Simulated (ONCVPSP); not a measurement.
## Building the ONCV potential for Ge (LDA (Perdew-Zunger), scalar-relativistic).

ONCVPSP 4.0.1 input, shortened (lines: element, Z, core and valence counts, functional; n l f; lmax; l rc ep ncon nbas qcut; lloc lpopt rc5 dvloc0; l nproj debl; icmod fcfact rcfact), LDA (Perdew-Zunger), scalar-relativistic:

```
  Ge 32.00    5    3        3      upf
    1    0    2.00
    2    0    2.00
    2    1    6.00
    3    0    2.00
    3    1    6.00
    3    2   10.00
    4    0    2.00
    4    1    1.50
    2
    0    1.30    0.00    3    7    6.20
    1    1.90    0.00    3    6    3.90
    2    1.30    0.00    4    9   11.10
    4    3    1.05    0.00
    0    1    3.30
    1    1    1.90
    2    2    2.30
    3    7.60    1.60
```

All-electron outer shells of the reference configuration (LDA (Perdew-Zunger), scalar-relativistic, ld1.x):

```
shell  level (eV)  outermost node (bohr)  outermost maximum (bohr)
   3s     -172.00                   0.26                      0.54
   3p     -119.64                   0.23                      0.54
   3d      -33.81                      –                      0.50
   4s      -15.85                   0.77                      1.73
   4p       -7.57                   0.82                      2.14
```

What the tests gave:

* Cutoffs needed: 55 Ha and 75 Ha (the cutoffs (Ha) at which the residual kinetic energy of the hardest occupied pseudo-wave falls to 1 and 0.1 mHa per electron)
* Ghost test: ghosts flagged at negative energy: s at -22.7 eV; no localised positive-energy state flagged; a true bound ghost makes a file unfit for plane-wave use
* Largest excitation error: -22 meV (all-electron minus pseudo) for 3d10 4s2 4p0, out of 4 test configurations
* rms error of d²Exc/dni dnj: 6.07 mHa without and 1.68 mHa with the model core

Generation and tests took about 2.2 s on one core of a shared server CPU.
